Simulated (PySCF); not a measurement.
C3H6BFO2, SMILES OB(O)C1(F)CC1.

The structure is a stationary point at B3LYP-D3(BJ)/def2-SVP. This is a generated structure with no PubChem entry under its InChIKey; it may be hypothetical. Other conformers were not sampled.

Vertical ionisation energy (IE) and electron affinity (EA) in eV. Rows of orbital energies are one-electron estimates. Where ΔSCF, EOM or ADC give a negative EA the extra electron is unbound and the value depends on the basis.

```json
[
 {"level": "−ε(HOMO), −ε(LUMO), ωB97X/def2-TZVP (PySCF)", "IE": "10.58", "EA": "-2.89"},
 {"level": "−ε(HOMO), −ε(LUMO), PBE/def2-TZVP (PySCF)", "IE": "[?]", "EA": "[?]"}
]
```

Problem. Complete the blanks. (The exact figures need the calculation; the answer reports its results.)

Solution. 
- −ε(HOMO), −ε(LUMO), PBE/def2-TZVP (PySCF), IE: 6.71
- −ε(HOMO), −ε(LUMO), PBE/def2-TZVP (PySCF), EA: -0.02
